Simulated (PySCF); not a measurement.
Atoms are numbered as in `[O:1]=[CH:2][c:3]1[cH:4][cH:5][cH:6][c:7]([Cl:8])[cH:9]1`. Hydrogens are named by the atom that carries them.

Gas phase, relativity neglected, one computed conformer. NMR shieldings at B97-2/pcSseg-2/GIAO; geometry: PBE0-D3(BJ)/def2-TZVP; PySCF.

Problem. Predict the 2D correlation tables (HSQC, COSY, HMBC).

Solution. 

HSQC (one-bond C–H):
```csv
δH,δC
10.25 (H(C2)),196.9 (C2)
8.28 (H(C4)),131.6 (C4)
7.89 (H(C9)),141.8 (C9)
7.82 (H(C6)),141.8 (C6)
7.67 (H(C5)),136.5 (C5)
```

COSY cross peaks (H two or three bonds apart, from the bond graph; peaks can be absent where the dihedral angle is near 90°):
```csv
δH,δH
8.28 (H(C4)),7.67 (H(C5))
7.82 (H(C6)),7.67 (H(C5))
```

HMBC (two and three bonds, from the bond graph):
```csv
δH,δC
10.25 (H(C2)),"144.4 (C3), 141.8 (C9), 131.6 (C4)"
8.28 (H(C4)),"196.9 (C2), 144.4 (C3), 141.8 (C9), 141.8 (C6), 136.5 (C5)"
7.89 (H(C9)),"196.9 (C2), 148.5 (C7), 144.4 (C3), 141.8 (C6), 131.6 (C4)"
7.82 (H(C6)),"148.5 (C7), 141.8 (C9), 136.5 (C5), 131.6 (C4)"
7.67 (H(C5)),"148.5 (C7), 144.4 (C3), 141.8 (C6), 131.6 (C4)"
```

Chemical shifts δ = σref − σ; ¹H (31.64 ppm) and ¹³C (185.38 ppm) vs TMS, all at this level.

Short H···H contacts in this conformer between protons four or more bonds apart (candidates for NOE cross peaks, intensity ∝ r⁻⁶): H(C2)···H(C9) 2.35 Å.

Carbons that carry Cl, above all several Cl atoms, come out too deshielded, partly because spin–orbit coupling is missing. Shifts are as computed. Against solution values, carbons near 30 ppm lie about +3 ppm off and those near 130 ppm about +7 ppm; carbons on Cl a further +5 ppm. Of 1309 compounds with measured shifts, 239 miss one by over three times the rms of a fit or turn the order of signals round; such compounds aren't used in these exercises.
